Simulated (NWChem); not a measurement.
Program: NWChem. System: ClLi, charge 0, spin multiplicity 1, at a geometry optimised with PBE0/def2-SVP. The structure started from a generated list of species. Level: G0W0@PBE/def2-SVP, RI basis def2-svp-rifit.

The NWChem input:

```
start mol
memory heap 200 mb stack 700 mb global 1700 mb
geometry units angstroms nocenter noautoz
  Li     0.000000     0.000000    -1.703164
  Cl     0.000000     0.000000     0.300558
  symmetry group C2v
end
basis spherical
  * library def2-svp
end
basis "ri basis" bse spherical
  * library def2-svp-rifit
end
dft
  xc xpbe96 cpbe96
  iterations 100
  direct
  tolerances tight
end
task dft energy
gw
  states alpha occ 4 vir 2
end
task dft gw
```

Output (cleaned and shortened):

```
             Northwest Computational Chemistry Package (NWChem) 7.3.0
             --------------------------------------------------------

                                NWChem Input Module
                                -------------------

 Scaling coordinates for geometry "geometry" by  1.889725989
 (inverse scale =  0.529177249)

 Turning off AUTOSYM since
 SYMMETRY directive was detected!

                             Geometry "geometry" -> ""
                             -------------------------

 Output coordinates in angstroms (scale by  1.889725989 to convert to a.u.)

  No.       Tag          Charge          X              Y              Z
 ---- ---------------- ---------- -------------- -------------- --------------
    1 Li                   3.0000     0.00000000     0.00000000    -1.70316400
    2 Cl                  17.0000     0.00000000     0.00000000     0.30055800

 Effective nuclear repulsion energy (a.u.)      13.4689541259

            Nuclear Dipole moment (a.u.)
            ----------------------------
        X                 Y               Z
 ---------------- ---------------- ----------------
     0.0000000000     0.0000000000    -0.0000113384

      Symmetry information
      --------------------

 Group name             C2v
 Group number             16
 Group order               4
 No. of unique centers     2

      Symmetry unique atoms

     1    2


 Summary of "ao basis" -> "" (spherical)
 ------------------------------------------------------------------------------
       Tag                 Description            Shells   Functions and Types
 ---------------- ------------------------------  ------  ---------------------
 *                          def2-svp                  on all atoms

 new library libraries.bse/

 Summary of "ri basis" -> "" (spherical)
 ------------------------------------------------------------------------------
       Tag                 Description            Shells   Functions and Types
 ---------------- ------------------------------  ------  ---------------------
 *                       def2-svp-rifit               on all atoms

  pbe96 is a nonlocal functional; adding pw91lda local functional.

                                 NWChem DFT Module
                                 -----------------

 Summary of "ao basis" -> "ao basis" (spherical)
 ------------------------------------------------------------------------------
       Tag                 Description            Shells   Functions and Types
 ---------------- ------------------------------  ------  ---------------------
 Li                         def2-svp                 5        9   3s2p
 Cl                         def2-svp                 8       18   4s3p1d

 Summary of "ao basis" -> "ao basis" (spherical)
 ------------------------------------------------------------------------------
       Tag                 Description            Shells   Functions and Types
 ---------------- ------------------------------  ------  ---------------------
 Li                         def2-svp                 5        9   3s2p
 Cl                         def2-svp                 8       18   4s3p1d

      Symmetry analysis of basis
      --------------------------

        a1         14
        a2          1
        b1          6
        b2          6

            General Information
            -------------------
          SCF calculation type: DFT
          Wavefunction type:  closed shell.
          No. of atoms     :     2
[...]
  ----- ------------  ---------------      ----- ------------  ---------------
    20      0.635064  2 Cl px                17      0.447477  2 Cl px
    14      0.266384  2 Cl px                 7      0.135341  1 Li px
     4      0.043152  1 Li px

 Vector   10  Occ=2.000000D+00  E=-1.990672D-01  Symmetry=b2
              MO Center=  8.2D-32, -2.9D-16,  1.9D-01, r^2= 1.4D+00
   Bfn.  Coefficient  Atom+Function         Bfn.  Coefficient  Atom+Function
  ----- ------------  ---------------      ----- ------------  ---------------
    21      0.635064  2 Cl py                18      0.447477  2 Cl py
    15      0.266384  2 Cl py                 8      0.135341  1 Li py
     5      0.043152  1 Li py

 Vector   11  Occ=0.000000D+00  E=-6.644661D-02  Symmetry=a1
              MO Center= -9.6D-15, -9.4D-15, -2.5D+00, r^2= 5.0D+00
   Bfn.  Coefficient  Atom+Function         Bfn.  Coefficient  Atom+Function
  ----- ------------  ---------------      ----- ------------  ---------------
     2      0.577008  1 Li s                  3      0.395171  1 Li s
     9     -0.338947  1 Li pz                 1     -0.193272  1 Li s
     6     -0.100626  1 Li pz                12     -0.080632  2 Cl s
    19      0.063161  2 Cl pz                22      0.051615  2 Cl pz
    13     -0.049082  2 Cl s                 11      0.048360  2 Cl s

 Vector   12  Occ=0.000000D+00  E= 2.464871D-02  Symmetry=b1
              MO Center=  4.0D-16, -9.2D-34, -1.7D+00, r^2= 3.9D+00
   Bfn.  Coefficient  Atom+Function         Bfn.  Coefficient  Atom+Function
  ----- ------------  ---------------      ----- ------------  ---------------
     7      0.915965  1 Li px                20     -0.322147  2 Cl px
     4      0.174988  1 Li px                17     -0.149224  2 Cl px
    14     -0.088472  2 Cl px                26      0.042374  2 Cl d  1

 Vector   13  Occ=0.000000D+00  E= 2.464871D-02  Symmetry=b2
              MO Center= -7.2D-34,  1.6D-16, -1.7D+00, r^2= 3.9D+00
   Bfn.  Coefficient  Atom+Function         Bfn.  Coefficient  Atom+Function
  ----- ------------  ---------------      ----- ------------  ---------------
     8      0.915965  1 Li py                21     -0.322147  2 Cl py
     5      0.174988  1 Li py                18     -0.149224  2 Cl py
    15     -0.088472  2 Cl py                24     -0.042374  2 Cl d -1

 center of mass
 --------------
 x =   0.00000000 y =   0.00000000 z =  -0.06477937

 moments of inertia (a.u.)
 ------------------
          83.782039721631           0.000000000000           0.000000000000
           0.000000000000          83.782039721631           0.000000000000
           0.000000000000           0.000000000000           0.000000000000

     Multipole analysis of the density
     ---------------------------------

     L   x y z        total         alpha         beta         nuclear
     -   - - -        -----         -----         ----         -------
     0   0 0 0     -0.000000    -10.000000    -10.000000     20.000000

     1   1 0 0     -0.000000     -0.000000     -0.000000      0.000000
     1   0 1 0     -0.000000     -0.000000     -0.000000      0.000000
     1   0 0 1     -2.466947     -1.233468     -1.233468     -0.000011

     2   2 0 0    -11.762396     -5.881198     -5.881198      0.000000
     2   1 1 0     -0.000000     -0.000000     -0.000000      0.000000
     2   1 0 1     -0.000000     -0.000000     -0.000000      0.000000
     2   0 2 0    -11.762396     -5.881198     -5.881198      0.000000
     2   0 1 1     -0.000000     -0.000000     -0.000000      0.000000
     2   0 0 2     -2.632053    -19.596304    -19.596304     36.560555

 Task  times  cpu:        0.3s     wall:        0.3s

                                NWChem Input Module
                                -------------------

                                 NWChem GW Module
                                 ----------------

                             ***********************
                             ***        GW       ***
                             ***********************

 Summary of "ri basis" -> "ri basis" (spherical)
 ------------------------------------------------------------------------------
       Tag                 Description            Shells   Functions and Types
 ---------------- ------------------------------  ------  ---------------------
 Li                      def2-svp-rifit             11       25   5s5p1d
 Cl                      def2-svp-rifit             20       62   8s5p5d2f

                 Memory Information
                 ------------------
          Available GA per process is          1700.0 MBs
          Available stack per process is        700.0 MBs
          Available heap per process is           0.0 MBs

          Peak memory in Initialization
              Peak GA per process is                  0.3 MBs
              Peak stack per process is               0.0 MBs
              Peak heap per process is                0.3 MBs
              Memory not in MA per process            0.0 MBs

          Peak memory in AFF Calculation
              Peak GA per process is                  0.5 MBs
              Peak stack per process is               0.2 MBs
              Peak heap per process is                0.0 MBs
              Memory not in MA per process            0.2 MBs

          Computing 2-center integrals
          Computing Inverse Cholesky factor
          Computing 3-center integrals
          Computing V_xc ...

          Computing Sigma_x
          Computing RPA polarizability
          Solving quasiparticle equations

                  Alpha Orbitals
          State     Energy (eV)     Error (eV)
          -----------------------------------
@GW         7        -20.181           0.005
@GW         8         -9.120           0.002
@GW         9         -8.328           0.002
@GW        10         -8.328           0.002
@GW        11          0.125           0.004
@GW        12          3.435           0.003

   Applying  -2.9110 eV scissor-shift to rest of particle states

   Applying   1.9333 eV scissor-shift to rest of hole states

     GW Timing Statistics
   ------------------------
   Init.   :          0.0s
     ERIs  :          0.0s
     Distr.:          0.0s
     Vxc   :          0.0s
   Sigma_x :          0.0s
   RPA     :          0.0s
   Wmn     :          0.0s
   Sigma_c :          0.0s
   GW total:          0.1s

 Task  times  cpu:        0.1s     wall:        0.1s

 Total times  cpu:        0.4s     wall:        0.4s
```
